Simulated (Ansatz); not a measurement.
One change: `C[Si](C)(S)Cl` becomes `C[Si](C)(C)Cl`.

Ansatz, PBE0-D4/def2-TZVP geometries, multiplicity 1. Each molecule was computed in one conformer, which needn't be the lowest.

```csv
property,`C[Si](C)(S)Cl`
LUMO energy (ωB97M-V/def2-TZVPP) / eV,1.99
HOMO–LUMO gap (PBE/def2-TZVPP) / eV,5.66
LUMO energy (PBE/def2-TZVPP) / eV,-0.61
HOMO energy (PBE/def2-TZVPP) / eV,-6.27
HOMO energy (PBE0/def2-TZVPP) / eV,-7.51
HOMO energy (B3LYP/def2-TZVPP) / eV,-7.26
```

(1) Give the same properties after the change, and the shifts. (An estimate is asked.)

Answers

(1) Ansatz gave: 
```tsv
property	`C[Si](C)(C)Cl`	shift
LUMO energy (ωB97M-V/def2-TZVPP) / eV	2.26	0.27
HOMO–LUMO gap (PBE/def2-TZVPP) / eV	7.13	1.47
LUMO energy (PBE/def2-TZVPP) / eV	0.15	0.76
HOMO energy (PBE/def2-TZVPP) / eV	-6.99	-0.72
HOMO energy (PBE0/def2-TZVPP) / eV	-8.33	-0.82
HOMO energy (B3LYP/def2-TZVPP) / eV	-8.10	-0.84
```

With PBE0 the HOMO falls by 0.82 eV and the LUMO rises by 0.60 eV, so the gap widens by about 1.42 eV. PBE moves the HOMO by -0.72 eV and ωB97M-V by -0.86 eV. The zero-point energy changes by 70.4 kJ/mol with +6 modes.

B3LYP here is the variant with VWN-RPA as its local correlation; programs differ in this.
